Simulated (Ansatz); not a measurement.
`C[Se][In]([F])[F]` + PH₃ → `C[Se]P` + `[F][InH][F]` at 500 K and 1 bar (ligand exchange at the Se–In bond).

Gas-phase electronic energies from Ansatz, PBE0-D4/def2-TZVP geometries. CCSD(T)/CBS is the MP2 limit (def2-TZVPP, def2-QZVPP) plus CCSD(T) − MP2 in def2-TZVPP, frozen cores. This one scheme is used for every species. Elements past krypton have def2 core potentials. For In, Se outer-core shells are correlated without core-valence functions, which leaves a few kJ/mol of doubt a bond. Scalar relativity is left out up to krypton. Each species was taken in one conformer, which may not be the lowest.

```csv
species,CCSD(T)/CBS energy (Eh),H − E (kJ/mol),S (J/(mol·K))
`C[Se][In]([F])[F]`,-2830.05920,157.3,467.9
PH₃,-342.72256,81.5,231.4
`C[Se]P`,-2782.70431,181.9,371.6
`[F][InH][F]`,-390.04654,52.1,326.1
```

H − E and S are ideal-gas, rigid-rotor, harmonic terms from PBE0-D4/def2-TZVP, for one conformer and one mirror image of each species. 1 Eh = 2625.50 kJ/mol, R = 8.31446 J/(mol·K).

**Question.** By hand: ΔE, ΔH, ΔS and ΔG.

**Answer.** ΔE = (-2782.70431) + (-390.04654) − (-2830.05920) − (-342.72256) = 0.03091 Eh = 81.2 kJ/mol. Δ(H − E) = 181.9 + 52.1 − 157.3 − 81.5 = -4.8, so ΔH = 76.4 kJ/mol. ΔS = 371.6 + 326.1 − 467.9 − 231.4 = -1.6 J/(mol·K). ΔG = 76.4 − 500 × (-1.6)/1000 = 77.2 kJ/mol.

**Question.** By hand: the equilibrium constant, and the temperature at which ΔG would vanish if ΔH and ΔS stayed fixed.

**Answer.** log₁₀ K = −ΔG/(RT ln 10) = -8.1. ΔH and −TΔS have one sign here, so there is no such temperature.

The number of gas molecules stays the same, so ΔS is small and ΔH decides. A doubt of 5 kJ/mol in ΔE shifts log₁₀ K by 0.5 here. Other conformers and mirror images would add mixing entropy, several J/(mol·K) or more a flexible species. Modes under 60 cm⁻¹, often nearly free rotors, make the harmonic entropy too high. These are equilibria of isolated gas molecules and say nothing of rates. Largest T1 diagnostic: 0.017 (customary marks: 0.02 for closed shells, 0.045 for open ones).

ΔS is within the doubt of such terms, so its sign, and with it that verdict, could turn.
